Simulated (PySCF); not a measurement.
**Deuteron quadrupole couplings in `CCc1cccc(O)c1F`**

C8H9FO.
Cartesian coordinates in Å at the PBE0-D3(BJ)/def2-SVP level; atoms count from 1:
```
atom  x, y, z in Å
C1    -2.4963   -0.6905    0.5241
C2    -1.6749   -0.4190   -0.7338
C3    -0.2997    0.1048   -0.4271
C4     0.0228    1.4666   -0.4840
C5     1.3014    1.9120   -0.1538
C6     2.2909    1.0150    0.2418
C7     1.9975   -0.3469    0.3105
O8     2.9336   -1.2361    0.6891
C9     0.7061   -0.7638   -0.0228
F10    0.4653   -2.0904    0.0655
H11   -2.0072   -1.4487    1.1541
H12   -3.5014   -1.0594    0.2689
H13   -2.6103    0.2234    1.1267
H14   -2.1952    0.3103   -1.3739
H15   -1.5877   -1.3480   -1.3197
H16   -0.7446    2.1782   -0.7978
H17    1.5354    2.9775   -0.2073
H18    3.2982    1.3453    0.5015
H19    2.5370   -2.1163    0.6656
```

Level: PBE0/pcSseg-1 (PySCF, non-relativistic); Q(2H) = 0.00286 b; rigid geometry, the same for H and D, with no vibrational averaging.

Question: Rank these positions by the coupling χzz of a deuteron there, largest first.
A. H19 (phenol-type hydroxyl hydrogen)
B. H13 (methyl hydrogen)
C. H15 (methylene hydrogen)
D. H16 (aromatic hydrogen)

Answer: A (297 kHz), D (205 kHz), B (195 kHz), C (191 kHz).

Question: Give the electric field gradient Vzz (the principal value of largest size), its asymmetry and the 2H coupling at each hydrogen.

Answer: 
```tsv
atom	bonded to	bond length (Å)	Vzz (au)	η	χzz (kHz)
H11	C1	1.100	0.2902	0.03	195
H12	C1	1.101	0.2926	0.03	197
H13	C1	1.101	0.2909	0.03	195
H14	C2	1.101	0.2867	0.03	193
H15	C2	1.102	0.2843	0.03	191
H16	C4	1.093	0.3048	0.09	205
H17	C5	1.092	0.3048	0.07	205
H18	C6	1.091	0.3067	0.08	206
H19	O8	0.966	0.4421	0.14	297
```

Question: Average by the element that carries the hydrogen.

Answer: on C: 198 kHz over 8 positions, mean bond length 1.098 Å; on O: 297 kHz over 1 position, mean bond length 0.966 Å.

Question: How does χzz go with the bond length over the 8 C–H bonds?

Answer: A straight-line fit has a slope of -12.8 kHz for each 0.01 Å, with a correlation coefficient of -0.98, over lengths from 1.091 to 1.102 Å. The longer bonds have the smaller couplings here.

Geometry: PBE0-D3(BJ)/def2-SVP, one conformer, isolated molecule. With a basis this small, the couplings can be 20 % off.
